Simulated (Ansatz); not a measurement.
Consider the formal exchange of groups at the Si–C bond: `[SiH3]C[SiH2]I` + fluoromethane → `FC[SiH2]I` + `C[SiH3]`.

Program: Ansatz. Geometries: PBE0-D4/def2-TZVP. ΔE: electronic, gas phase. CBS: MP2 limit from def2 TZ/QZ plus the TZ coupled-cluster correction, frozen cores. This one scheme is used for every species. DFT in def2-TZVPP. Elements past krypton have def2 core potentials. For I outer-core shells are correlated without core-valence functions, which leaves a few kJ/mol of doubt a bond. One conformer a species, not always the lowest.

```csv
level,ΔE (kJ/mol)
r2SCAN-D4,27.0
r2SCAN,26.1
```

Question: What does CCSD(T)/CBS give? (Estimate.)

Answer: The calculation gave: +32.2 kJ/mol. The listed levels differ from it by -5.2, -6.1 kJ/mol.

Largest T1 diagnostic among the species: 0.010.

The D4 term adds +4.7 kJ/mol with B3LYP and +2.8 kJ/mol with PBE0; it sums over pairs of atoms, weighted by their polarisabilities, and B3LYP, whose exchange is more repulsive, gets the larger term. From PBE to PBE0 (25 % exact exchange), in def2-TZVPP and without D4, ΔE moves by +4.1 kJ/mol.

B3LYP here is the variant with VWN-RPA as its local correlation; programs differ in this.
